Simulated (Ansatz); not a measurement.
`[BH2][Ga]([BH2])[F]` + `[CH3][GeH]([NH2])[F]` → `B[NH][GeH]([CH3])[F]` + `[BH2][GaH][F]` at 298.15 K and 1 bar (cleavage of the B–Ga bond).

Isolated molecules relaxed with PBE0-D4/def2-TZVP in Ansatz; ΔE leaves out vibrations. CBS: MP2 limit from def2 TZ/QZ plus the TZ coupled-cluster correction, frozen cores. For Ga, Ge outer-core shells are correlated without core-valence functions, which leaves a few kJ/mol of doubt a bond. Scalar relativity is left out up to krypton. One conformer a species, not always the lowest.

| species | CCSD(T)/CBS energy (Eh) | H − E (kJ/mol) | S (J/(mol·K)) |
| --- | --- | --- | --- |
| `[BH2][Ga]([BH2])[F]` | -2075.69014 | 129.1 | 339.6 |
| `[CH3][GeH]([NH2])[F]` | -2272.33936 | 211.8 | 336.1 |
| `B[NH][GeH]([CH3])[F]` | -2297.76421 | 247.9 | 366.8 |
| `[BH2][GaH][F]` | -2050.32373 | 90.0 | 301.8 |

H − E and S are ideal-gas, rigid-rotor, harmonic terms from PBE0-D4/def2-TZVP, for one conformer and one mirror image of each species. 1 Eh = 2625.50 kJ/mol, R = 8.31446 J/(mol·K).

Question: By hand: ΔE, ΔH, ΔS and ΔG.

Answer: ΔE = (-2297.76421) + (-2050.32373) − (-2075.69014) − (-2272.33936) = -0.05844 Eh = -153.4 kJ/mol. Δ(H − E) = 247.9 + 90.0 − 129.1 − 211.8 = -3.0, so ΔH = -156.4 kJ/mol. ΔS = 366.8 + 301.8 − 339.6 − 336.1 = -7.1 J/(mol·K). ΔG = -156.4 − 298.15 × (-7.1)/1000 = -154.3 kJ/mol.

Question: By hand: the equilibrium constant, and the temperature at which ΔG would vanish if ΔH and ΔS stayed fixed.

Answer: log₁₀ K = −ΔG/(RT ln 10) = 27.0. ΔG = 0 at ΔH/ΔS = 22028 K, far beyond where these terms or the molecules hold.

The number of gas molecules stays the same, so ΔS is small and ΔH decides. A doubt of 5 kJ/mol in ΔE shifts log₁₀ K by 0.9 here. Other conformers and mirror images would add mixing entropy, several J/(mol·K) or more a flexible species. Modes under 60 cm⁻¹, often nearly free rotors, make the harmonic entropy too high. These are equilibria of isolated gas molecules and say nothing of rates. Largest T1 diagnostic: 0.014 (customary marks: 0.02 for closed shells, 0.045 for open ones).
